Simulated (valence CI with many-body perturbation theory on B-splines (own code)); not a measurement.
**Cl V: electric-dipole lines**

Calculated by configuration interaction combined with many-body perturbation theory (CI+MBPT): three valence electrons over a frozen Dirac-Fock core [Ne], a basis of 11 s, 11 p, 9 d, 7 f, 5 g, 2 h, 1 i functions for each j, with the one-electron correlation potential Σ1, the two-electron term Σ2, the three-electron term Σ3, Breit, model QED; selected CI, second order for the rest, scaled by the run's own slope (own B-spline code, finite nucleus).

No measured levels were compared; by estimate levels hold to about 100 cm⁻¹ or 0.05 % of their energy and the worst to 300 or 400 cm⁻¹, as in measured light ions of charge 2 to 7.

Lines 151 to 200 of 274 in falling wavelength, among levels below 49.950 eV, chosen from the strongest by gf and those to the six lowest levels. Wavelengths and rates use the calculated energies, so an error of 100 cm⁻¹ moves a line at 60.21 nm by 0.06 % and its rate by three times that or more. Electric multipoles are in the length gauge, E1 and E2 with the static RPA response of the core. Weak lines are less certain than strong ones. Lines between different terms over intervals too small for the method are left out, as are lines whose strength nearly cancels. The highest levels of a list are the least certain.

Names give the largest LS component (configuration and term), which can be under half, so a name can repeat, a term be missing and a line seem to break the LS rules; names also repeat where a configuration has a term twice. Letters in brackets count levels of one name in rising energy.

```tsv
λ vac (nm)	Upper	Lower	A (s⁻¹)	log gf	Branch %
60.21	3p³ ²P°_3/2	3s3p² ⁴P_5/2	4.35e+06	-3.02	0.1
59.91	3p³ ²P°_3/2	3s3p² ⁴P_3/2	7.02e+06	-2.82	0.2
59.89	3p³ ²P°_1/2	3s3p² ⁴P_3/2	2.88e+05	-4.51	0.0
59.71	3p³ ²P°_3/2	3s3p² ⁴P_1/2	2.88e+06	-3.21	0.1
59.46	3s3p3d ²D°_5/2 [a]	3s3p² ²D_5/2	1.01e+10	0.51	90.3
59.44	3s3p3d ²D°_3/2 [a]	3s3p² ²D_5/2	1.04e+09	-0.66	9.3
59.43	3s3p3d ²D°_5/2 [a]	3s3p² ²D_3/2	7.97e+08	-0.60	7.1
59.42	3s3p3d ²D°_3/2 [a]	3s3p² ²D_3/2	9.82e+09	0.32	87.9
56.98	3s3p3d ²P°_3/2 [a]	3s3p² ²S_1/2	1.15e+10	0.35	74.8
56.87	3s3p3d ²P°_1/2 [a]	3s3p² ²S_1/2	1.05e+10	0.01	69.1
56.64	3s3p3d ²P°_1/2 [b]	3s3p² ²P_3/2	3.20e+09	-0.51	17.9
56.63	3s3p3d ²P°_3/2 [b]	3s3p² ²P_3/2	6.59e+09	0.10	37.7
56.33	3s3p3d ²P°_1/2 [b]	3s3p² ²P_1/2	5.86e+09	-0.25	32.9
56.32	3s3p3d ²P°_3/2 [b]	3s3p² ²P_1/2	2.54e+09	-0.32	14.5
56.30	3s3p4p ²D_3/2	3p³ ²D°_3/2	1.54e+09	-0.53	25.4
56.07	3s3p4p ²D_5/2	3p³ ²D°_5/2	1.78e+09	-0.30	28.7
55.51	3s3p3d ²D°_3/2 [b]	3s3p² ²P_3/2	4.33e+09	-0.10	17.1
55.45	3s3p3d ²F°_5/2 [a]	3s3p² ²D_3/2	4.82e+09	0.12	88.3
55.44	3s3p3d ²D°_5/2 [b]	3s3p² ²P_3/2	1.99e+10	0.74	78.8
55.21	3s3p3d ²D°_3/2 [b]	3s3p² ²P_1/2	1.55e+10	0.45	61.1
55.10	3s3p3d ²F°_7/2 [a]	3s3p² ²D_5/2	5.26e+09	0.28	95.8
54.79	3s²4p ²P°_1/2	3s3p² ²D_3/2	1.37e+09	-0.91	43.3
54.78	3s3p3d ⁴P°_5/2	3s3p² ⁴P_5/2	3.82e+09	0.01	46.4
54.69	3s²4p ²P°_3/2	3s3p² ²D_5/2	1.23e+09	-0.66	38.5
54.67	3s²4p ²P°_3/2	3s3p² ²D_3/2	1.41e+08	-1.60	4.4
54.65	3s3p3d ⁴P°_3/2	3s3p² ⁴P_5/2	2.87e+09	-0.29	34.2
54.53	3s3p3d ⁴P°_5/2	3s3p² ⁴P_3/2	4.41e+09	0.07	53.5
54.40	3s3p3d ⁴P°_3/2	3s3p² ⁴P_3/2	2.21e+08	-1.41	2.6
54.30	3s3p3d ⁴P°_1/2	3s3p² ⁴P_3/2	5.61e+09	-0.30	67.5
54.24	3s3p3d ⁴P°_3/2	3s3p² ⁴P_1/2	5.29e+09	-0.03	63.1
54.24	3s²3d ²D_3/2	3s²3p ²P°_3/2	2.39e+09	-0.37	17.1
54.23	3s²3d ²D_5/2	3s²3p ²P°_3/2	1.37e+10	0.56	100.0
54.14	3s3p3d ⁴P°_1/2	3s3p² ⁴P_1/2	2.70e+09	-0.62	32.5
53.96	3s3p3d ⁴D°_3/2	3s3p² ⁴P_5/2	1.47e+09	-0.59	10.5
53.91	3s3p3d ⁴D°_5/2	3s3p² ⁴P_5/2	6.08e+09	0.20	43.4
53.88	3s3p3d ⁴D°_7/2	3s3p² ⁴P_5/2	1.41e+10	0.69	100.0
53.80	3s²3d ²D_3/2	3s²3p ²P°_1/2	1.16e+10	0.30	82.9
53.76	3s3p3d ⁴D°_1/2	3s3p² ⁴P_3/2	3.60e+09	-0.51	25.4
53.71	3s3p3d ⁴D°_3/2	3s3p² ⁴P_3/2	8.49e+09	0.17	60.6
53.67	3s3p3d ⁴D°_5/2	3s3p² ⁴P_3/2	7.92e+09	0.31	56.5
53.60	3s3p3d ⁴D°_1/2	3s3p² ⁴P_1/2	1.06e+10	-0.04	74.6
53.56	3s3p3d ⁴D°_3/2	3s3p² ⁴P_1/2	4.05e+09	-0.16	28.9
53.23	3s²4f ²F°_7/2	3s²3d ²D_5/2	1.60e+10	0.73	96.1
53.23	3s²4f ²F°_5/2	3s²3d ²D_5/2	1.07e+09	-0.56	6.4
53.22	3s²4f ²F°_5/2	3s²3d ²D_3/2	1.49e+10	0.58	89.7
52.96	3s3p3d ²P°_1/2 [b]	3s3p² ²S_1/2	1.81e+09	-0.82	10.1
52.95	3s3p3d ²P°_3/2 [b]	3s3p² ²S_1/2	1.31e+09	-0.66	7.5
51.39	3s3p3d ²D°_5/2 [a]	3s3p² ⁴P_5/2	1.11e+06	-3.58	0.0
51.17	3s3p3d ²D°_5/2 [a]	3s3p² ⁴P_3/2	1.35e+07	-2.50	0.1
51.16	3s3p3d ²D°_3/2 [a]	3s3p² ⁴P_3/2	4.05e+06	-3.20	0.0
```
